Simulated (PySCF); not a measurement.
A thermochemical cycle for SrHg

PBE in PySCF with def2-SVP on every atom (core potentials on Sr, Hg), for the lowest determinant that a PBE0 search found; no spin–orbit coupling. SrHg, a singlet (closed shell), has De = 0.09 eV to neutral atoms, and SrHg⁺, a doublet (σ ↑), has De = 0.35 eV to Sr⁺ + Hg.

At the same level the Sr atom ionises at 5.70 eV.

Q: What is the adiabatic ionisation energy of the molecule, and does ionisation strengthen or weaken the bond?

A: IE = IE(Sr) + De(neutral) − De(ion) = 5.70 + 0.09 − 0.35 = 5.44 eV. De changes by +0.26 eV, so ionisation strengthens the bond.

Closed-shell solutions of metal pairs were not tested for spin polarisation, which can lower them a little. Weak bonds: SrHg, SrHg⁺. Basis-set superposition, not corrected here, can be much of De in a small basis, most of all at correlated wavefunction levels. Spin–orbit coupling is left out. For an ion De counts to the pair picked by the measured ionisation energies or electron affinities, which need not be the lowest pair at this level. States were picked by a PBE0 search and need not be the measured ground states.
